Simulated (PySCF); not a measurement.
A run for PySCF: R-M06-2X/def2-TZVPP on GeH2IN (SMILES [NH2][Ge][I]), a point of a torsion scan. Elements past Kr take the def2 small-core potentials; no spin–orbit coupling.

```python
from pyscf import gto, dft

mol = gto.M(
    atom='''
    N    -0.89564547   -0.08558547   -0.18746610
    Ge    0.66252329   -1.05191048   -0.31827395
    I     0.87629790   -0.96475256   -2.88295781
    H    -1.02831256    0.86303976   -0.51013726
    H    -1.37468081   -0.15407209    0.70269367
    ''',
    basis='def2-tzvpp',
    ecp={'I': 'def2-tzvpp'},
    charge=0, spin=0, verbose=4, max_memory=1800)
mf = dft.RKS(mol, xc='m062x').density_fit(auxbasis='def2-universal-jkfit')
mf.grids.level = 4
mf.conv_tol = 1e-9
mf.max_cycle = 150
mf.kernel()
mf.dip_moment()
```

It printed:

```
PySCF version 2.14.0

[INPUT] verbose = 4
[INPUT] num. atoms = 5
[INPUT] num. electrons = 66
[INPUT] charge = 0
[INPUT] spin (= nelec alpha-beta = 2S) = 0
[INPUT] symmetry False subgroup None
[INPUT] Mole.unit = angstrom
[INPUT] Symbol           X                Y                Z      unit          X                Y                Z       unit  Magmom
[INPUT]  1 N     -0.895645470000  -0.085585470000  -0.187466100000 AA   -1.692524643007  -0.161733098542  -0.354259586640 Bohr   0.0
[INPUT]  2 Ge     0.662523290000  -1.051910480000  -0.318273950000 AA    1.251987569246  -1.987822714760  -0.601450598084 Bohr   0.0
[INPUT]  3 I      0.876297900000  -0.964752560000  -2.882957810000 AA    1.655963034532  -1.823118116373  -5.448000689576 Bohr   0.0
[INPUT]  4 H     -1.028312560000   0.863039760000  -0.510137260000 AA   -1.943229108850   1.630908781010  -0.964019707336 Bohr   0.0
[INPUT]  5 H     -1.374680810000  -0.154072090000   0.702693670000 AA   -2.597770239595  -0.291154053539   1.327898585766 Bohr   0.0

nuclear repulsion = 284.553449565804
number of shells = 55
number of NR pGTOs = 273
number of NR cGTOs = 157
basis = def2-tzvpp
ecp = {'I': 'def2-tzvpp'}


******** <class 'pyscf.df.df_jk.DFRKS'> ********
method = DFRKS
initial guess = minao
damping factor = 0
level_shift factor = 0
DIIS = <class 'pyscf.scf.diis.CDIIS'>
diis_start_cycle = 1
diis_space = 8
diis_damp = 0
SCF conv_tol = 1e-09
SCF conv_tol_grad = None
SCF max_cycles = 150
direct_scf = False
XC library pyscf.dft.libxc version 7.1.2
    S. Lehtola, C. Steigemann, M. J. T. Oliveira, and M. A. L. Marques,  SoftwareX 7, 1–5 (2018)
XC functionals = m062x
    Y. Zhao and D. G. Truhlar,  Theor. Chem. Acc. 120, 215 (2008)
    Y. Zhao and D. G. Truhlar,  Theor. Chem. Acc. 120, 215 (2008)
radial grids:
    Treutler-Ahlrichs [JCP 102, 346 (1995); DOI:10.1063/1.469408] (M4) radial grids

becke partition: Becke, JCP 88, 2547 (1988); DOI:10.1063/1.454033
pruning grids: <function nwchem_prune>
grids dens level: 4
symmetrized grids: False
atomic radii adjust function: <function treutler_atomic_radii_adjust>
small_rho_cutoff = 0
Set gradient conv threshold to 3.16228e-05
Initial guess from minao.
tot grids = 121072
******** <class 'pyscf.df.df.DF'> ********
auxbasis = def2-universal-jkfit
init E= -2387.68222594555
  HOMO = -0.558768070615216  LUMO = -0.428510304983294  gap/eV = 3.54449
cycle= 1 E= -2428.71682152511  delta_E=  -41  |g|= 3.28  |ddm|= 19.3
  HOMO = -0.037674446740474  LUMO = 0.0285979834698465  gap/eV = 1.80336
cycle= 2 E= -2424.75587120915  delta_E= 3.96  |g|= 3.89  |ddm|= 17.4
  HOMO = -0.163913135003882  LUMO = -0.0212333039814131  gap/eV = 3.88252
cycle= 3 E= -2430.02976885421  delta_E= -5.27  |g|= 1.21  |ddm|= 16.3
  HOMO = -0.269139948385616  LUMO = -0.108318007279572  gap/eV = 4.37619
cycle= 4 E= -2430.59960362843  delta_E= -0.57  |g|= 0.507  |ddm|= 2.43
  HOMO = -0.256710477580507  LUMO = -0.0742830950023609  gap/eV = 4.96410
cycle= 5 E= -2430.62962985523  delta_E= -0.03  |g|= 0.259  |ddm|= 0.58
  HOMO = -0.283986072948056  LUMO = -0.0559736547675055  gap/eV = 6.20453
cycle= 6 E= -2430.64816774718  delta_E= -0.0185  |g|= 0.0813  |ddm|= 0.264
  HOMO = -0.29004974817489  LUMO = -0.0579173903292316  gap/eV = 6.31664
cycle= 7 E= -2430.64979679292  delta_E= -0.00163  |g|= 0.0279  |ddm|= 0.0827
  HOMO = -0.291131224912456  LUMO = -0.0575072590419107  gap/eV = 6.35723
cycle= 8 E= -2430.64995540838  delta_E= -0.000159  |g|= 0.00533  |ddm|= 0.0345
  HOMO = -0.290745429268718  LUMO = -0.0573779045628598  gap/eV = 6.35025
cycle= 9 E= -2430.64996438612  delta_E= -8.98e-06  |g|= 0.00146  |ddm|= 0.00984
  HOMO = -0.290797643383034  LUMO = -0.0574731947792682  gap/eV = 6.34908
cycle= 10 E= -2430.64996518895  delta_E= -8.03e-07  |g|= 0.000552  |ddm|= 0.00382
  HOMO = -0.290825019824213  LUMO = -0.0575228960681248  gap/eV = 6.34847
cycle= 11 E= -2430.64996526941  delta_E= -8.05e-08  |g|= 0.000187  |ddm|= 0.000977
  HOMO = -0.290830117223001  LUMO = -0.0575179307842617  gap/eV = 6.34875
cycle= 12 E= -2430.64996527975  delta_E= -1.03e-08  |g|= 3.81e-05  |ddm|= 0.000382
  HOMO = -0.290827877791407  LUMO = -0.05751610384001  gap/eV = 6.34874
cycle= 13 E= -2430.64996528081  delta_E= -1.06e-09  |g|= 1.42e-05  |ddm|= 0.000111
  HOMO = -0.290828848532523  LUMO = -0.0575168090749562  gap/eV = 6.34874
cycle= 14 E= -2430.64996528092  delta_E= -1.07e-10  |g|= 7.1e-06  |ddm|= 3.45e-05
  HOMO = -0.290828399581387  LUMO = -0.0575168119315014  gap/eV = 6.34873
Extra cycle  E= -2430.64996528093  delta_E= -1.73e-11  |g|= 7.02e-06  |ddm|= 1.35e-05
converged SCF energy = -2430.64996528093
Dipole moment(X, Y, Z, Debye): -0.83425,  1.12380,  2.96931
```

Self-consistency was reached.

Cost: very roughly 23 core-seconds.
